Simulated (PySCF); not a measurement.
**Ionisation energy of Sn²⁴⁺ by level of theory**

Sn²⁴⁺ [Ar] 3d8 (3F) → Sn²⁵⁺ [Ar] 3d7 (4F), as a difference of total energies. Computed with PySCF 2.14 in an uncontracted even-tempered set (19 s from 2.9 bohr⁻², ratio 2.5; 13 p from 3.8 bohr⁻², ratio 2.5; 8 d from 3.8 bohr⁻², ratio 2.5; 4 f from 17 bohr⁻², ratio 2.7; 3 g from 26 bohr⁻², ratio 2.7), with the spin-free X2C one-electron Hamiltonian (Gaussian nucleus). Correlated levels: outer shells: [Ne] frozen; virtual orbitals above 40 to 60 times the deepest correlated orbital energy dropped. The calculations carry no spin-orbit coupling.

```tsv
method	ionisation energy (eV)
UHF	1271.8
LDA	1273.4
PBE	1273.0
PBE0	1273.3
r2SCAN	1274.0
TPSS	1272.0
M06-L	1275.0
MP2 (outer shells)	1273.4
SCS-MP2 (outer shells)	1273.3
```

A first-order spin-orbit estimate (lowest level to lowest level, LS coupling) adds -0.175 eV.

Breit and QED terms and the two-electron picture change are absent.

For comparison: 1269 ± 4 eV (theoretical estimate listed by NIST; NIST Atomic Spectra Database, ionization energies).
